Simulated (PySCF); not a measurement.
Interval between two levels of Ca+ by level of theory

Ca+ [Ar] 4s1 [2S1/2, M_J = 1/2] → Ca+ [Ar] 3d1 [2D5/2, M_J = 5/2], as a difference of total energies. All numbers are calculated (PySCF 2.14, the two-component X2C-1e Hamiltonian, in x2c-TZVPall-2c (6s7p3d, 42 functions)). Correlated levels: [Ne] frozen; the 6 highest virtual spinors dropped. "Screened" scales the spin-orbit matrix elements by Boettger's factors to mimic the two-electron term; Breit and QED terms are absent.

```
                    method  interval between two levels (cm⁻¹)
           GHF (spin-free)                               19024
          GMP2 (spin-free)                               21882
 GHF (screened spin-orbit)                               19035
GMP2 (screened spin-orbit)                               21901
```

Errors of the correlated levels include the incompleteness of this basis and the frozen core.

For comparison: 13711 cm⁻¹ (measured; NIST Handbook of Basic Atomic Spectroscopic Data (Sansonetti and Martin, J. Phys. Chem. Ref. Data 34, 1559 (2005))).
